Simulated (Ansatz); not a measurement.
This geometry of BrH + Cl2GaHO (7 atoms, charge 0, multiplicity 1) is a first-order saddle point.

Method: Ansatz, RHF/def2-SVP.

```xyz
7
Properties=species:S:1:pos:R:3
Ga 0.033 0.179 0.021
O -0.016 0.015 1.853
H -0.649 -0.508 2.325
Cl 1.816 -0.445 -0.974
Cl -1.870 0.105 -0.958
Br 0.451 2.670 1.038
H 0.189 1.441 1.946
```

Which two structures does it join? (They come from a converged band through this point; their orientation in space is the band's.)

Bonds broken: Br6–H7. Bonds formed: Ga1–Br6, O2–H7. BrH + Cl2GaHO becomes BrCl2GaH2O.

Initial state:

```xyz
7
Properties=species:S:1:pos:R:3
Ga -0.052 -0.172 0.037
O -0.072 -0.452 1.778
H -0.900 -0.593 2.212
Cl 1.791 -0.373 -1.016
Cl -1.895 0.023 -1.035
Br 0.432 2.877 1.043
H 0.649 2.149 2.232
```

Final state:

```xyz
7
Properties=species:S:1:pos:R:3
Ga 0.122 0.661 -0.105
O 0.017 0.079 1.891
H -0.747 -0.425 2.148
Cl 1.798 -0.463 -0.857
Cl -1.858 -0.045 -0.635
Br 0.412 2.928 0.244
H 0.208 0.723 2.564
```

How far does it lie above each of them?

6.6 kcal/mol above the first and 42.6 kcal/mol above the second. This is the barrier of this one path; another mechanism may lie lower. The orbitals stay closed-shell, which can raise the energy where a bond breaks towards radicals; this wasn't checked here.

The run took 2.9 min on 2 threads of Arm Neoverse V2, with other jobs on the host, peak memory 0.35 GiB.
